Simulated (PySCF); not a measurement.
Method: B3LYP-D3(BJ)/def2-TZVP // PBE0-D4/def2-SVP (PySCF). All species are isolated molecules in the gas phase. One relaxed conformer stands for a flexible species; it need not be the lowest. B3LYP has the VWN-RPA correlation part, as in Gaussian. Excitations are Tamm–Dancoff values on a coarser integration grid. The basis has no diffuse functions, so Rydberg states are missing or too high.

Reference species (SMILES): `B[C@@H]1[C@@H]2CC[C@@H](C2)[C@@H]1C=O` (neutral, multiplicity 1).

```json
{
 "HOMO–LUMO gap": "5.43 eV",
 "S1 excitation (TDA)": "4.29 eV",
 "HOMO": "-7.06 eV"
}
```

Changed species: `B[C@]12CC[C@](C=O)(CC1)C2`.

Question: Predict the effect on the HOMO–LUMO gap, S1 excitation (TDA) and HOMO.

Answer: the HOMO–LUMO gap decreases by 0.12 eV, to 5.31 eV; the S1 excitation (TDA) drops by 0.15 eV, to 4.14 eV; the HOMO drops by 0.07 eV, to -7.13 eV.
